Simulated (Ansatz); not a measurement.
Job for Ansatz (a first-principles code): R-wB97M-V/def2-TZVPP on HISSi (SMILES S[Si]I), a point of a torsion scan. Elements past Kr take the def2 small-core potentials; no spin–orbit coupling.

Ansatz 0.2 input:
```yaml
crystal:
  periodic: [false, false, false]
  atoms:
    - {symbol: S, position_ang: [-1.37866548, 0.41837494, 0.46248573]}
    - {symbol: Si, position_ang: [0.64883852, 0.94099380, -0.23612506]}
    - {symbol: I, position_ang: [0.19231187, 2.53470160, -2.10139487]}
    - {symbol: H, position_ang: [-1.47651602, -0.60911894, -0.37105028]}
basis:
  gaussian:
    orbitals: def2-TZVPP
hamiltonian:
  xc: {name: wB97M-V}
scf: {lower_state_search: off}
```

The head of its log:

```
WARN ansatz: RAYON_NUM_THREADS=1 ignored (pool sized by the plan → 1); use --threads N
Functional definition: wB97M-V
these checks for a lower state are left out or cut short: stability, starts, cluster_reference, orbital_swaps, neighbouring_geometries, increment
integrals: 0.10 GiB planned
1030 factors; their error is unknown
integrals: 0.13 GiB planned
190 factors; integrals over basis functions are off by at most 6.1e-5 eV
mean field: 0.79 GiB planned
mean field evaluation 1: about -26828.6978 eV, gradient 1.7e1 eV
mean field evaluation 2: about -26829.1589 eV, gradient 1.7e1 eV
```

Task: Give the final energy of this run.

Result: -985.9832 hartree.
